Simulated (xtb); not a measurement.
C$_{5}$H$_{9}$O$_{2}$ (SMILES CC(=[OH+])C=C(C)O), charge +1, singlet, from a rough starting geometry; xtb with GFN2-xTB.

The xtb input:
```
$ xtb mol.xyz --gfn 2 --chrg 1 --opt vtight --json

# file mol.xyz
16

C     -2.47568663     0.37940960     0.44562095
C     -1.22834101     0.07883329    -0.23203192
O     -1.28193444    -0.26071042    -1.46977216
C     -0.02000595     0.11883381     0.41997859
C      1.26104184    -0.17706555    -0.20051098
C      2.43458091    -0.13199728     0.60775347
O      1.26548685    -0.51982575    -1.40229106
H     -2.32598174     0.69809847     1.47296729
H     -3.21381912    -0.41568571     0.36613051
H     -2.95824696     1.25064926    -0.12416844
H     -2.12448736    -0.23148394    -1.91063039
H      0.02319973     0.35978045     1.46434735
H      3.20896683     0.58527722     0.18773251
H      2.29703089     0.06230712     1.67204609
H      3.01696915    -1.12048649     0.55805384
H      2.15932855    -0.66613506    -1.73840384
```

What the program printed (banner, timings and long lists left out):

```
   ID    Z sym.   atoms
    1    6 C      1, 2, 4-6
    2    8 O      3, 7
    3    1 H      8-16

           -------------------------------------------------
          |                Calculation Setup                |
           -------------------------------------------------

           -------------------------------------------------
          |                 G F N 2 - x T B                 |
           -------------------------------------------------

          ...................................................
          :                      SETUP                      :
          :.................................................:
          :  # basis functions                  37          :
          :  # atomic orbitals                  37          :
          :  # shells                           23          :
          :  # electrons                        40          :
          :  max. iterations                   250          :
          :  Hamiltonian                  GFN2-xTB          :
          :  restarted?                      false          :
          :  GBSA solvation                  false          :
          :  PC potential                    false          :
          :  electronic temp.          300.0000000     K    :
          :  accuracy                    1.0000000          :
          :  -> integral cutoff          0.2500000E+02      :
          :  -> integral neglect         0.1000000E-07      :
          :  -> SCF convergence          0.1000000E-05 Eh   :
          :  -> wf. convergence          0.1000000E-03 e    :
          :  Broyden damping             0.4000000          :
          :  net charge                          1          :
          :  unpaired electrons                  0          :
          ...................................................

 iter      E             dE          RMSdq      gap      omega  full diag
   1    -23.1951548 -0.231952E+02  0.425E+00    4.10       0.0  T
   2    -23.2498124 -0.546575E-01  0.274E+00    2.68       1.0  T
   3    -23.2621789 -0.123665E-01  0.156E+00    3.30       1.0  T
   4    -23.2662836 -0.410473E-02  0.212E-01    2.99       1.0  T
   5    -23.2665031 -0.219459E-03  0.993E-02    3.05       1.0  T
   6    -23.2665448 -0.417473E-04  0.513E-02    3.04       1.0  T
   7    -23.2665655 -0.206963E-04  0.186E-02    3.04       1.3  T
   8    -23.2665667 -0.120149E-05  0.485E-03    3.04       5.2  T
   9    -23.2665668 -0.284455E-07  0.190E-03    3.04      13.2  T
  10    -23.2665668 -0.272909E-07  0.537E-04    3.04      46.5  T
  11    -23.2665668 -0.733138E-10  0.210E-04    3.04     119.3  T

   *** convergence criteria satisfied after 11 iterations ***

         :::::::::::::::::::::::::::::::::::::::::::::::::::::
         ::                     SUMMARY                     ::
         :::::::::::::::::::::::::::::::::::::::::::::::::::::
         :: total energy             -22.972748152001 Eh    ::
         :: gradient norm              0.142692734871 Eh/a0 ::
         :: HOMO-LUMO gap              3.042988758435 eV    ::
         ::.................................................::
         :: SCC energy               -23.266558206031 Eh    ::
         :: -> isotropic ES            0.110271711048 Eh    ::
         :: -> anisotropic ES         -0.006424256841 Eh    ::
         :: -> anisotropic XC          0.007177074447 Eh    ::
         :: -> dispersion             -0.008049263612 Eh    ::
         :: repulsion energy           0.293810054030 Eh    ::
         :: add. restraining           0.000000000000 Eh    ::
         :: total charge               1.000000000000 e     ::
         :::::::::::::::::::::::::::::::::::::::::::::::::::::

      -----------------------------------------------------------
     |                   =====================                   |
     |                        A N C O P T                        |
     |                   =====================                   |
[...]
 * total energy  :   -22.9727482 Eh     change       -0.2718714E-09 Eh
 * total energy  :   -22.9843582 Eh     change       -0.1161002E-01 Eh
 * total energy  :   -22.9869237 Eh     change       -0.2565572E-02 Eh
 * total energy  :   -22.9870374 Eh     change       -0.1136258E-03 Eh
 * total energy  :   -22.9870719 Eh     change       -0.3452236E-04 Eh
 * total energy  :   -22.9870771 Eh     change       -0.5194180E-05 Eh
 * total energy  :   -22.9870789 Eh     change       -0.1808908E-05 Eh
 * total energy  :   -22.9870797 Eh     change       -0.7956776E-06 Eh
 * total energy  :   -22.9870801 Eh     change       -0.3661760E-06 Eh
 * total energy  :   -22.9870802 Eh     change       -0.1598053E-06 Eh
 * total energy  :   -22.9870803 Eh     change       -0.7799575E-07 Eh
   *** GEOMETRY OPTIMIZATION CONVERGED AFTER 11 ITERATIONS ***
         :: total energy             -22.987080294321 Eh    ::
[...]
        29                          0.0246516               0.6708
        30                          0.0467640               1.2725
        31                          0.0481797               1.3110
       ...                                ...                  ...
        37                          0.3695211              10.0552
      -------------------------------------------------------------
                  HL-Gap            0.1124736 Eh            3.0606 eV
             Fermi-level           -0.5299472 Eh          -14.4206 eV

     #   Z          covCN         q      C6AA      α(0)
     1   6 C        3.756    -0.159    23.645     6.933
     2   6 C        2.820     0.222    23.337     7.915
     3   8 O        1.661    -0.263    18.369     5.786
     4   6 C        2.899    -0.091    30.295     9.025
     5   6 C        2.820     0.222    23.337     7.915
     6   6 C        3.756    -0.159    23.645     6.933
     7   8 O        1.661    -0.263    18.368     5.786
     8   1 H        0.925     0.104     1.752     2.070
     9   1 H        0.924     0.116     1.644     2.005
    10   1 H        0.924     0.116     1.646     2.007
    11   1 H        0.804     0.357     0.571     1.187
    12   1 H        0.926     0.106     1.733     2.059
    13   1 H        0.924     0.118     1.633     1.998
    14   1 H        0.925     0.104     1.752     2.070
    15   1 H        0.924     0.115     1.657     2.013
    16   1 H        0.804     0.357     0.571     1.187

 Mol. C6AA /au·bohr⁶  :       1931.196785
 Mol. C8AA /au·bohr⁸  :      43550.731007
 Mol. α(0) /au        :         66.889015

Wiberg/Mayer (AO) data.
largest (>0.10) Wiberg bond orders for each atom

 ---------------------------------------------------------------------------
     #   Z sym  total        # sym  WBO       # sym  WBO       # sym  WBO
 ---------------------------------------------------------------------------
     1   6 C    3.978 --     2 C    1.066     8 H    0.975    10 H    0.933
                             9 H    0.933
     2   6 C    3.910 --     4 C    1.385     3 O    1.296     1 C    1.066
     3   8 O    2.359 --     2 C    1.296    11 H    0.845
     4   6 C    3.965 --     2 C    1.385     5 C    1.384    12 H    0.958
     5   6 C    3.910 --     4 C    1.384     7 O    1.296     6 C    1.066
     6   6 C    3.978 --     5 C    1.066    14 H    0.975    15 H    0.935
                            13 H    0.930
     7   8 O    2.359 --     5 C    1.296    16 H    0.845
     8   1 H    0.989 --     1 C    0.975
     9   1 H    0.985 --     1 C    0.933
    10   1 H    0.985 --     1 C    0.933
    11   1 H    0.872 --     3 O    0.845
    12   1 H    0.989 --     4 C    0.958
    13   1 H    0.985 --     6 C    0.930
    14   1 H    0.989 --     6 C    0.975
    15   1 H    0.985 --     6 C    0.935
    16   1 H    0.872 --     7 O    0.845
 ---------------------------------------------------------------------------

Topologies differ in total number of bonds
Writing topology from bond orders to xtbtopo.mol

molecular dipole:
                 x           y           z       tot (Debye)
 q only:        0.009      -0.109      -0.437
   full:        0.010      -0.133      -0.536       1.404
molecular quadrupole (traceless):
                xx          xy          yy          xz          yz          zz
 q only:       19.393      -3.800     -13.518       1.175       2.082      -5.875
  q+dip:       22.532      -4.274     -14.689       1.338       1.863      -7.842
   full:       21.727      -4.054     -13.702       1.278       1.545      -8.025

optimized geometry written to: xtbopt.xyz

           -------------------------------------------------
          | TOTAL ENERGY              -22.987080294321 Eh   |
          | GRADIENT NORM               0.000053317125 Eh/α |
          | HOMO-LUMO GAP               3.060563060864 eV   |
           -------------------------------------------------

normal termination of xtb
```
